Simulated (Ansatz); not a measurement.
```yaml
crystal:
  periodic: [false, false, false]
  atoms:
    - {symbol: Ba, position_ang: [-0.131933, 0.183903, 0.003142]}
    - {symbol: O, position_ang: [-1.542016, -1.246188, 0.067829]}
    - {symbol: O, position_ang: [1.673949, 1.062276, -0.070971]}
basis:
  gaussian: {orbitals: def2-SVPD}
total_charge: -1
magnetization: {spin_polarized: true, initial_magnetization: 3}
hamiltonian: {xc: {name: B3LYP5}}
output: {forces: true}
```

```sh
$ ansatz run in.yaml --threads 4 --pin off --events-out ev --progress --plain --max-ram 3916MiB
```

Output, abridged:

```
Functional definition: B3LYP5
654 factors; their error is unknown
mean field evaluation 1: about -4777.9956 eV, gradient 6.7e0 eV
mean field evaluation 2: about -4778.1216 eV, gradient 8.1e0 eV
mean field evaluation 4: about -4778.4109 eV, gradient 2.9e0 eV
mean field evaluation 8: about -4778.6052 eV, gradient 3.1e-1 eV
mean field evaluation 16: about -4778.6644 eV, gradient 7.4e-3 eV
mean field evaluation 32: about -4778.6644 eV, gradient 2.2e-5 eV
mean field evaluation 64: about -4778.6644 eV, gradient 1.6e-6 eV
mean field evaluation 96: about -4778.6536 eV, gradient 1.1e0 eV
mean field -4778.66435901 eV, -175.6126760987 hartree, gradient 9.8e-6 eV, S^2 3.763127; 11 other end points of the search recorded, 0 dependent functions left out
reference -4778.66452088 eV, -175.6126820473 hartree; 15, 12 occupied and 64, 67 virtual orbitals, 654 factors
Total energy: -4778.66452088 eV, -175.6126820473 hartree
Atom 0 at    -0.131933     0.183903     0.003142 Å, force    -1.336956     1.867226     0.031807 eV/Å
Atom 1 at    -1.542016    -1.246188     0.067829 Å, force    -2.928532    -3.515817     0.139344 eV/Å
Atom 2 at     1.673949     1.062276    -0.070971 Å, force     4.265488     1.648591    -0.171151 eV/Å
Dipole moment:     0.392436    -0.547359    -0.009343 e Å
```

Hardware: 4 threads of Arm Neoverse V2 on a shared host. Wall time 7.5 s.

In the def2 sets Ba takes a core potential; there is no spin–orbit coupling.

The dipole of an ion depends on the origin.
